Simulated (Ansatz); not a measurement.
`N[Si](N)(F)Cl`, relaxed with RKS PBE-D4/def2-SVP in Ansatz 0.2.0 from a rough embedded geometry. The force threshold is 0.03 eV/Å; the program also tests the step.

The species carries charge 0 and has multiplicity 1.

Start:

```xyz
9

N    -0.142    1.323    0.036
Si   -0.065   -0.233    0.449
N     0.435   -0.814   -1.028
F     1.078   -0.492    1.546
Cl   -1.834   -0.975    1.079
H    -0.879    1.432   -0.728
H    -0.589    1.855    0.814
H     1.199   -0.300   -1.278
H     0.797   -1.795   -0.890
```

```json
{"step": "1", "energy (eV)": "-26140.1066", "largest force (eV/Å)": "4.530", "largest move (Å)": "0.000"}
{"step": "2", "energy (eV)": "-26140.9306", "largest force (eV/Å)": "1.504", "largest move (Å)": "0.146"}
{"step": "3", "energy (eV)": "-26141.1009", "largest force (eV/Å)": "0.386", "largest move (Å)": "0.120"}
{"step": "4", "energy (eV)": "-26141.1369", "largest force (eV/Å)": "0.380", "largest move (Å)": "0.069"}
{"step": "5", "energy (eV)": "-26141.1815", "largest force (eV/Å)": "0.370", "largest move (Å)": "0.200"}
{"step": "6", "energy (eV)": "-26141.1860", "largest force (eV/Å)": "0.203", "largest move (Å)": "0.072"}
{"step": "7", "energy (eV)": "-26141.1913", "largest force (eV/Å)": "0.137", "largest move (Å)": "0.040"}
{"step": "8 (rejected)", "energy (eV)": "-26141.1908", "largest force (eV/Å)": "0.278", "largest move (Å)": "0.032"}
{"step": "9", "energy (eV)": "-26141.1926", "largest force (eV/Å)": "0.049", "largest move (Å)": "0.016"}
{"step": "10", "energy (eV)": "-26141.1929", "largest force (eV/Å)": "0.013", "largest move (Å)": "0.017"}
```

End:

```xyz
9

N    -0.333    1.449    0.105
Si   -0.043   -0.207    0.435
N     0.584   -0.952   -0.969
F     0.924   -0.197    1.756
Cl   -1.671   -1.382    0.996
H    -0.941    1.702   -0.677
H    -0.438    2.101    0.885
H     1.395   -0.550   -1.442
H     0.523   -1.964   -1.090
```

Run time 12 s (4 threads of a server CPU on a shared host); peak host memory 0.15 GiB.
